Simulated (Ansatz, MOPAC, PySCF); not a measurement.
Species: CH7Si2, net charge 0, doublet state. SMILES: C[SiH][SiH3]
Geometry: optimised at B3LYP-D3(BJ)/def2-TZVP (Ansatz, an electronic-structure program).

Unscaled harmonic wavenumbers (cm⁻¹) in rising order, each level at the stationary point that it reaches from this structure (no distance between atoms moves by over 0.3 Å); the order of modes can differ between levels, and a negative number is imaginary. B3LYP-D3(BJ)/def2-TZVP (PySCF, at the structure above): 92, 131, 139, 381, 411, 503, 532, 667, 708, 776, 870, 912, 944, 951, 1280, 1455, 1459, 2172, 2183, 2211, 2221, 3023, 3091, 3111.

AM1 (MOPAC): 17, 71, 145, 256, 386, 390, 412, 594, 699, 707, 780, 797, 798, 848, 1365, 1378, 1383, 2229, 2230, 2231, 2237, 3044, 3057, 3157. Zero-point energy 41.8 against 43.2 kcal/mol; where all levels lie over 400 cm⁻¹, the wavenumbers are on average 0.950 times those of B3LYP-D3(BJ)/def2-TZVP.

HF/6-31G* (Ansatz): 88, 139, 153, 440, 449, 558, 593, 709, 765, 866, 960, 1007, 1030, 1037, 1446, 1606, 1607, 2330, 2346, 2360, 2366, 3194, 3263, 3275. Zero-point energy 46.6 against 43.2 kcal/mol; where all levels lie over 400 cm⁻¹, the wavenumbers are on average 1.086 times those of B3LYP-D3(BJ)/def2-TZVP.
